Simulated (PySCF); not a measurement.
A side-by-side comparison of computed properties.

First species: C7H9ClSi.
Z-matrix (Å and degrees, GFN2-xTB geometry), rows numbered from 1:
```
Si
C   1  1.8860
C   2  1.5134  1  120.65
C   3  1.3287  2   94.44  1   124.34
C   4  1.5081  3   94.60  2     0.88
C   5  1.5130  2   85.51  1   122.41
C   6  1.4743  5  129.54  2  -179.21
Cl  7  1.8059  6  109.71  5    71.45
C   6  1.3346  5   94.42  2     0.77
H   1  1.4621  2  108.33  3  -165.61
H   1  1.4634  2  108.05  3   -45.22
H   1  1.4646  2  108.26  3    74.38
H   3  1.0735  2  130.54  1   -57.49
H   4  1.0742  3  135.07  2   179.23
H   5  1.0839  2  124.76  1     0.16
H   7  1.0896  6  111.90  5  -170.51
H   7  1.0906  6  111.76  5   -45.65
H   9  1.0738  2  130.92  1    58.43
```

Second species: C₄H₉PSSi₂.
Geometry (GFN2-xTB, Å), atoms numbered from 1 in this order:
```
atom  x, y, z in Å
C1     3.648    0.359   -0.107
C2     2.427    0.055   -0.907
S3     2.479   -0.255   -2.518
C4     1.195    0.045   -0.250
C5     0.100    0.022    0.281
Si6   -1.629    0.092    0.934
Si7   -2.868   -1.770    0.286
P8    -2.547    2.000    0.144
H9     4.529    0.344   -0.743
H10    3.553    1.338    0.363
H11    3.761   -0.377    0.691
H12   -1.466    0.333    2.379
H13   -2.331   -2.967    0.933
H14   -2.834   -1.978   -1.162
H15   -4.269   -1.627    0.686
H16   -1.375    2.730    0.167
H17   -2.378    1.668   -1.187
```

Levels: PBE0/pcSseg-1 for dipole moment, HOMO energy, LUMO energy and HOMO–LUMO gap; GFN2-xTB for rotational constant A and rotational constant C. Geometries: GFN2-xTB. All species are isolated and taken at one optimised geometry, non-relativistic unless stated. Electronic properties by PySCF.

Dipoles, sizes and rotational constants follow the conformer. The torsions of the flexible species, by atom-mapped SMILES:
- `[SiH3:1][C@@:2]12[CH:3]=[CH:4][C@@H:5]1[C:6]([CH2:7][Cl:8])=[CH:9]2`: C5–C6–C7–Cl8 71°
- `[CH3:1][C:2](=[S:3])[C:4]#[C:5][Si@H:6]([SiH3:7])[PH2:8]`: H–P8–Si6–C5 -34°, H–P8–Si6–C5 59°

Task: Which has the higher rotational constant A?

Result: The first: 2.126 GHz against 1.388 GHz, a difference of 0.738 GHz.

Task: Which of the two has the higher rotational constant C, and by how much?

Result: The first: 0.597 GHz against 0.363 GHz, a difference of 0.234 GHz.

Task: Which of the two has the higher dipole moment, and by how much?

Result: The first: 2.12 D against 1.96 D, a difference of 0.16 D.

Task: Which has the higher HOMO energy?

Result: The second: -6.57 eV against -7.13 eV, a difference of 0.56 eV.

Task: Which of the two has the higher LUMO energy, and by how much?

Result: The first: -0.83 eV against -2.92 eV, a difference of 2.09 eV.

Task: Which has the higher HOMO–LUMO gap?

Result: The first: 6.30 eV against 3.65 eV, a difference of 2.65 eV.

On the first: The dipole matches unit charges of opposite sign 0.44 Å apart (1 e·Å = 4.8032 D).

On the second: The dipole matches unit charges of opposite sign 0.41 Å apart (1 e·Å = 4.8032 D).
